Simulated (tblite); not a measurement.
**Question.** Write Cartesian coordinates for InChI=1S/C5H15NP2/c1-4-6(2)8(3)5-7/h4-5,7H2,1-3H3 as optimised with GFN2-xTB.

**Answer.** 
```
atom  x, y, z in Å
C1     2.6162   -0.4512   -0.7225
C2     1.7056   -0.8642    0.4337
N3     0.5073   -0.0538    0.6115
C4     0.8241    1.2695    1.1309
P5    -0.5739   -0.0262   -0.7503
C6    -0.9741   -1.8346   -0.7908
C7    -2.1128    0.4781    0.1908
P8    -2.3771    2.3081   -0.0079
H9     3.4380   -1.1564   -0.8201
H10    2.0464   -0.4434   -1.6514
H11    3.0320    0.5403   -0.5629
H12    1.3892   -1.8986    0.2834
H13    2.2648   -0.8228    1.3745
H14    1.5131    1.8383    0.4995
H15   -0.0929    1.8490    1.2353
H16    1.2742    1.1539    2.1193
H17   -1.0879   -2.2212    0.2211
H18   -0.1981   -2.3863   -1.3171
H19   -1.9051   -1.9588   -1.3421
H20   -2.9652   -0.0614   -0.2278
H21   -1.9998    0.2232    1.2484
H22   -3.7503    2.2910    0.2397
H23   -2.5784    2.2545   -1.3851
```

Any rigid rotation of these coordinates is as good. Atoms count from 1 in this order. P8 (phosphine phosphorus) is pyramidal (angles 96.2°, 95.1° and 91.9°, sum 283.2°, 0.81 Å off the plane of its three neighbours). N3 (nitrogen bonded to 2 C and P) is pyramidal (angles 115.1°, 113.6° and 111.7°, sum 340.4°, 0.40 Å off the plane of its three neighbours). The 3 C–P bonds span 1.853 Å (P5–C6, drawn single) to 1.873 Å (P5–C7, drawn single), a spread of 0.020 Å. Of the pairs four or more bonds apart, P8···H15 is among the closest relative to their van der Waals radii: 2.64 Å, 88 % of the sum of Bondi's values.

Bonds between heavy atoms (Å): C1–C2 1.529, C2–N3 1.457, N3–C4 1.456, N3–P5 1.739, P5–C6 1.853, P5–C7 1.873, C7–P8 1.860.

The geometry is computed with GFN2-xTB (gas phase).

Point group: C1 (no symmetry element, even within 0.4 Å). Its GFN2-xTB frequencies are all real (lowest 42 cm⁻¹). One conformer, not necessarily the lowest (C1–C2–N3–C4 -72°, C2–N3–P5–C6 62°, N3–P5–C7–P8 99°, P5–C7–P8–H 156° and 64°).
